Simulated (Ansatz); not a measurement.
Wavefunction ladder for `[OH][InH][NH][SiH3]`

Cartesian coordinates in Å:
```
O 2.1111 1.9491 1.2891
In 0.9967 0.3077 1.2273
N -0.1410 0.2313 -0.4482
Si -1.2432 -1.0004 -0.9087
H 1.9945 2.5241 0.5299
H 1.0607 -0.8314 2.4742
H -0.0366 1.0141 -1.0782
H -1.2197 -2.0250 0.1716
H -2.6427 -0.5071 -1.0618
H -0.8797 -1.6624 -2.1952
```

Total charge 0; spin multiplicity 1. Correlated methods include outer-core shells of In, which these sets cover unevenly. In takes the def2 core potential. All single points use the PBE0-D4/def2-TZVP geometry. It is one conformer, not always the lowest. Frozen core, restricted reference, the Gaussian-basis code of Ansatz.

```tsv
basis	HF (Eh)	MP2 corr.	CCSD corr.	(T)	CCSD(T) total
def2-SVP	-610.77151	-0.55562	-0.59721	-0.01576	-611.38448
def2-TZVPP	-611.05564	-0.87864	-0.90222	-0.03167	-611.98953
def2-QZVPP	-611.07355	-1.11263	–	–	–
```
